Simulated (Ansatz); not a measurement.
The lowest singlet and triplet of CH3N (SMILES C[N]); geometries from B3LYP-D3(BJ)/def2-TZVP, each state relaxed from the structure named, with no frequency check, low spin by broken symmetry.
Singlet (charge 0, multiplicity 1):
```tsv
atom	x (Å)	y (Å)	z (Å)
C	-0.5333	0.0606	0.0404
N	0.8540	-0.0971	-0.0647
H	-0.8723	-0.0929	1.0779
H	-0.8418	1.0726	-0.2689
H	-1.0643	-0.6638	-0.5985
```
Triplet (charge 0, multiplicity 3):
```tsv
atom	x (Å)	y (Å)	z (Å)
C	-0.5371	0.0611	0.0407
N	0.8573	-0.0975	-0.0650
H	-0.8723	-0.0928	1.0776
H	-0.8418	1.0724	-0.2688
H	-1.0642	-0.6635	-0.5983
```

A positive gap puts the triplet lower; no zero-point energy. R- takes a restricted singlet, here one determinant of a half-filled degenerate or near-degenerate pair, which mixes singlet states. The triplet is unrestricted in single-reference levels. Active spaces average the two states.

Correlated levels freeze the cores.

The values were computed with Ansatz (Gaussian orbitals). 

Q: One of these levels gives 2.757 eV for the gap E(singlet) − E(triplet), adiabatic. Which one is it?
(A) R-PBE/def2-TZVPP
(B) R-HF/cc-pVTZ
(C) R-CCSD(T)/cc-pVQZ
(D) SC-NEVPT2 on SA-CASSCF(2,2)/cc-pVQZ

A: B, R-HF/cc-pVTZ. The others give 1.932 (R-PBE/def2-TZVPP), 1.762 (R-CCSD(T)/cc-pVQZ), 1.490 (SC-NEVPT2 on SA-CASSCF(2,2)/cc-pVQZ)

Doubts at one or more of the structures used: a restricted determinant that unrestricted orbitals would lower (R-HF/cc-pVTZ, R-PBE/def2-TZVPP, R-CCSD(T)/cc-pVQZ).

Ansatz is a first-principles code.
